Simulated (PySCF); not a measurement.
**Calculated NMR parameters of N#C[C@@H]1CC[C@H]1[SiH2]O[SiH3]**

```yaml
Formula: C5H11NOSi2
SMILES: N#C[C@@H]1CC[C@H]1[SiH2]O[SiH3]
InChI: InChI=1S/C5H11NOSi2/c6-3-4-1-2-5(4)9-7-8/h4-5H,1-2,9H2,8H3/t4-,5+/m0/s1
Point_group_of_the_computed_structure: C1
Degrees_of_unsaturation: 3
Carbon_signals: 5
Proton_signals: 9
```

Mapped SMILES: `[N:1]#[C:2][C@@H:3]1[CH2:4][CH2:5][C@H:6]1[SiH2:7][O:8][SiH3:9]`. Each H is labelled by its parent atom. Ha(C4), Ha(C5) are cis to C2 on the ring; Ha(Si7) is pro-R; Hb(Si7) is pro-S; Hb(C4), Hb(C5) are trans to C2 on the ring.

No solvent model, a single conformation, no relativistic terms, one averaged value for each set of equivalent atoms. Structure optimised with PBE0-D3(BJ)/def2-SVP; σ from GIAO-PBE0/pcSseg-1; PySCF.

References, each an isolated molecule treated in the same way: TMS for ¹H (σ = 31.27 ppm) and ¹³C (σ = 184.41 ppm) and ²⁹Si (σ = 351.99 ppm); ¹⁵N (σ = 265.67 ppm) against NH3; ¹⁷O (σ = 334.56 ppm) against H2O.

```tsv
carbon	δC, type	δH (multiplicity)	HMBC from (2–3 bonds)	span of the C tensor (ppm)
C2	126.5, C	–	H(C3), Ha(C4), Hb(C4), H(C6)	358
C3	20.9, CH	2.97 (m)	Hb(Si7), Ha(Si7), Ha(C4), Hb(C4), Hb(C5), H(C6), Ha(C5)	33
C4	30.1, CH2	Ha(C4) 2.46 (m); Hb(C4) 2.23 (m)	H(C3), Hb(C5), H(C6), Ha(C5)	35
C5	20.9, CH2	Hb(C5) 1.94 (m); Ha(C5) 1.79 (m)	Hb(Si7), Ha(Si7), H(C3), Ha(C4), Hb(C4), H(C6)	29
C6	30.0, CH	1.83 (m)	Hb(Si7), Ha(Si7), H(C3), Ha(C4), Hb(C4), Hb(C5), Ha(C5)	25
```

Other nuclei:
```
  atoms  nucleus                           environment  δ (ppm)  σ (ppm)
 H(Si9)       ¹H     hydrogen on a silicon bonded to O     5.15    26.11
Hb(Si7)       ¹H  hydrogen on a silicon bonded to C, O     4.96    26.31
Ha(Si7)       ¹H  hydrogen on a silicon bonded to C, O     4.84    26.43
    Si7     ²⁹Si           silicon bonded to C, O, 2 H    -19.2    371.2
    Si9     ²⁹Si              silicon bonded to O, 3 H    -34.4    386.4
     N1      ¹⁵N                      nitrile nitrogen    305.3    -39.6
     O8      ¹⁷O                 oxygen bonded to 2 Si      3.2    331.3
```

1. Carbon types of the structure: 1 × C, 2 × CH, 2 × CH2, leaving 5 H on heteroatoms.
2. δC 126.5: nitrile carbon; this is the usual window of a C≡N carbon, which has no attached hydrogen.
3. δC 30.1, 20.9: sp3 CH2 in a ring; a saturated carbon with 2 carbon neighbours and no heteroatom attached.
4. δC 30.0: sp3 CH bonded to Si.
5. δC 20.9: sp3 CH α to a nitrile; saturated and bonded to C and H only.
6. δH 2.46, 2.23, 1.94, 1.79: hydrogen on an sp3 CH2 in a ring.

Shifts are as computed. Against solution values, carbons near 30 ppm lie about +2 ppm off and those near 130 ppm about +5 ppm. Of 1309 compounds with measured shifts, 239 miss one by over three times the rms of a fit or turn the order of signals round; such compounds aren't used in these exercises. Experimental scales use liquid or dissolved standards, which lie at an offset from isolated NH3 (liquid NH3: subtract about 20 ppm) and H2O (liquid H2O: subtract about 36 ppm). Unscaled 15N shifts of sp2 nitrogen come out 20 to 40 ppm too high even then. Multiplicities follow the n + 1 count of equivalent neighbours, as no J values were calculated; m marks all less simple cases, F and P coupling included.
